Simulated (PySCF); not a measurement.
**Electronic structure of Ho³⁺ (holmium, charge +3) at the UHF level**

Configuration: [Xe] 4f10, one real determinant. Calculation: PySCF 2.14, in Sapporo-DKH3-DZP-2012; the spin-free X2C one-electron Hamiltonian (Gaussian nucleus).

```json
{
 "Total energy": "-12609.253768 hartree",
 "One-electron energy": "-17212.4126 hartree",
 "Hartree (Coulomb) energy": "4872.7740 hartree",
 "Exchange energy": "-269.6152 hartree",
 "⟨S²⟩": "6.0043",
 "⟨L²⟩": "34.025",
 "Sum of ⟨r⟩": "33.90 bohr",
 "Sum of ⟨r²⟩": "33.72 bohr²",
 "Traceless quadrupole moment −½Σ⟨3z² − r²⟩ along its main axis": "-0.0470 e·bohr²",
 "Langevin diamagnetic susceptibility": "-26.7 ×10⁻⁶ cm³/mol"
}
```

| shell | electrons | mean orbital energy (eV) | spread (eV) | rms radius, mean of both spins (bohr) |
| --- | --- | --- | --- | --- |
| 1s α | 1 | -55915.4 | 0 | 0.0235 |
| 1s β | 1 | -55915.3 | 0 | 0.0235 |
| 2s α | 1 | -9506.4 | 0 | 0.0952 |
| 2s β | 1 | -9506.3 | 0 | 0.0952 |
| 2p α | 3 | -8437.7 | 0.070 | 0.0859 |
| 2p β | 3 | -8437.6 | 0.065 | 0.0859 |
| 3s α | 1 | -2204.8 | 0 | 0.245 |
| 3s β | 1 | -2201.7 | 0 | 0.245 |
| 3p α | 3 | -1870.5 | 0.414 | 0.245 |
| 3p β | 3 | -1867.0 | 0.208 | 0.245 |
| 3d α | 5 | -1436.5 | 0.519 | 0.225 |
| 3d β | 5 | -1432.8 | 0.583 | 0.225 |
| 4s α | 1 | -491.78 | 0 | 0.551 |
| 4s β | 1 | -484.09 | 0 | 0.551 |
| 4p α | 3 | -379.04 | 0.671 | 0.586 |
| 4p β | 3 | -370.57 | 0.153 | 0.586 |
| 4d α | 5 | -222.38 | 1.056 | 0.643 |
| 4d β | 5 | -211.45 | 2.062 | 0.643 |
| 5s α | 1 | -92.811 | 0 | 1.35 |
| 5s β | 1 | -90.300 | 0 | 1.35 |
| 5p α | 3 | -62.061 | 0.280 | 1.57 |
| 5p β | 3 | -60.196 | 0.139 | 1.57 |
| 4f α | 7 | -49.177 | 1.458 | 0.859 |
| 4f β | 3 | -44.791 | 0.285 | 0.859 |

⟨L²⟩ = 34.03 against 42 for a pure I term, so this real determinant mixes terms. Spin-orbit coupling, absent here, splits the open shell strongly.

Densities and radii are taken from the X2C orbitals without a picture-change correction, which distorts them close to the nucleus.

Spin-orbit constants ζ (cm⁻¹) from the X2C one-electron operator on these orbitals: bare nucleus, nucleus screened by l(l+1)(2l+1)/3 electrons, and screened by the Breit-Pauli mean field of the electrons.

| shell | bare | screened nucleus | mean field |
| --- | --- | --- | --- |
| 2p | 4418000 | 4287000 | n/a |
| 3p | 937700 | 909700 | n/a |
| 3d | 145600 | 123900 | n/a |
| 4p | 208000 | 201800 | n/a |
| 4d | 27140 | 23090 | n/a |
| 4f | 4157 | 2420 | n/a |
| 5p | 27560 | 26740 | n/a |

To first order the Landé constant is A = -605.0 cm⁻¹, so the lowest level has J = 8 and lies 0.900 eV below the centre of the term. This holds in LS coupling only.
